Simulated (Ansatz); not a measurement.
Abridged output of a molecular run in Ansatz:

```
Functional definition: HF
1742 factors; integrals over basis functions are off by at most 9.3e-4 eV
mean field evaluation 1: about -22251.9267 eV, gradient 7.7e1 eV
mean field evaluation 2: about -22252.1976 eV, gradient 7.7e1 eV
mean field evaluation 4: about -22262.0033 eV, gradient 5.1e0 eV
mean field evaluation 8: about -22262.1125 eV, gradient 3.9e-1 eV
mean field evaluation 16: about -22262.1134 eV, gradient 1.6e-6 eV
mean field -22262.11336308 eV, -818.1175762907 hartree, gradient 1.6e-6 eV, S^2 0.000000; 0 other end points of the search recorded, 0 dependent functions left out
9 core orbitals not correlated: weight in the atoms' cores, before any rotation towards them, 1.000 or more for the frozen orbitals, at most 0.000 for the correlated occupied ones
reference -22262.11336308 eV, -818.1175762907 hartree; 24, 24 occupied and 245, 245 virtual orbitals, 1742 factors
second order -42.74496889 eV of doubles, -0.00000000 eV of singles
cycle   1  -41.28814859 eV  change     1.5e0 eV  update   2.0e-1
cycle   2  -42.38950373 eV  change    -1.1e0 eV  update   9.0e-2
cycle   3  -42.70412547 eV  change   -3.1e-1 eV  update   3.5e-2
cycle   4  -42.68436416 eV  change    2.0e-2 eV  update   1.2e-2
cycle   5  -42.66925295 eV  change    1.5e-2 eV  update   4.4e-3
cycle   6  -42.67145341 eV  change   -2.2e-3 eV  update   1.6e-3
cycle   7  -42.67187841 eV  change   -4.3e-4 eV  update   7.7e-4
cycle   8  -42.67127616 eV  change    6.0e-4 eV  update   2.8e-4
cycle   9  -42.67137451 eV  change   -9.8e-5 eV  update   1.2e-4
cycle  10  -42.67152731 eV  change   -1.5e-4 eV  update   4.9e-5
cycle  11  -42.67141714 eV  change    1.1e-4 eV  update   2.0e-5
cycle  12  -42.67142136 eV  change   -4.2e-6 eV  update   9.6e-6
perturbative correction -1.86870048 eV, -0.0686734761 hartree
Total energy: -22306.65348492 eV, -819.7543955780 hartree
```

Its atoms:

Z-matrix (Å, degrees):
```
Ta
O 1 1.902
O 1 1.896 2 94.2
Cl 1 2.401 2 83.0 3 123.7
O 1 1.902 2 166.0 3 123.8
O 1 1.896 2 93.7 3 -112.5
H 1 2.534 2 75.5 3 -2.2
H 1 2.534 2 112.4 3 -114.3
H 2 0.956 1 135.4 3 -126.4
H 5 0.956 1 135.4 2 -2.7
```

(1) Which basis set was used?
A. def2-TZVPP
B. def2-SVPD
C. cc-pV(Q+d)Z
D. def2-TZVPPD

(2) Write the keys of the input that set method, charge and spin (a neutral closed shell needs none for the last two).

Answers

(1) A. It gives 278 functions.

(2) 
```yaml
correlation: {method: ccsd_t}
```
